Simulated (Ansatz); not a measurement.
`N[BH][SbH2]` + `C[SiH3]` → `[SiH3][CH2][SbH2]` + `BN` at 700 K and 1 bar (formal exchange of groups at the Sb–B bond).

Calculated with Ansatz (gas phase, PBE0-D4/def2-TZVP geometries, no zero-point term in ΔE). CCSD(T)/CBS adds triple-zeta CCSD(T) − MP2 to the extrapolated MP2 energy (def2 sets, frozen cores). This one scheme is used for every species. def2 core potentials past Kr. For Sb outer-core shells are correlated without core-valence functions, which leaves a few kJ/mol of doubt a bond. One conformer a species, not always the lowest.

```csv
species,CCSD(T)/CBS energy (Eh),H − E (kJ/mol),S (J/(mol·K))
`N[BH][SbH2]`,-322.54254,200.6,400.7
`C[SiH3]`,-330.73916,210.8,332.0
`[SiH3][CH2][SbH2]`,-571.33795,244.1,455.8
`BN`,-81.93499,163.7,282.2
```

H − E and S are ideal-gas, rigid-rotor, harmonic terms from PBE0-D4/def2-TZVP, for one conformer and one mirror image of each species. 1 Eh = 2625.50 kJ/mol, R = 8.31446 J/(mol·K).

Question: By hand: ΔE, ΔH, ΔS and ΔG.

Answer: ΔE = (-571.33795) + (-81.93499) − (-322.54254) − (-330.73916) = 0.00876 Eh = 23.0 kJ/mol. Δ(H − E) = 244.1 + 163.7 − 200.6 − 210.8 = -3.6, so ΔH = 19.4 kJ/mol. ΔS = 455.8 + 282.2 − 400.7 − 332.0 = 5.3 J/(mol·K). ΔG = 19.4 − 700 × (5.3)/1000 = 15.7 kJ/mol.

Question: By hand: the equilibrium constant, and the temperature at which ΔG would vanish if ΔH and ΔS stayed fixed.

Answer: log₁₀ K = −ΔG/(RT ln 10) = -1.2. ΔG = 0 at ΔH/ΔS = 3660 K, far beyond where these terms or the molecules hold.

The number of gas molecules stays the same, so ΔS is small and ΔH decides. A doubt of 5 kJ/mol in ΔE shifts log₁₀ K by 0.4 here. Other conformers and mirror images would add mixing entropy, several J/(mol·K) or more a flexible species. Modes under 60 cm⁻¹, often nearly free rotors, make the harmonic entropy too high. These are equilibria of isolated gas molecules and say nothing of rates. Largest T1 diagnostic: 0.014 (customary marks: 0.02 for closed shells, 0.045 for open ones).
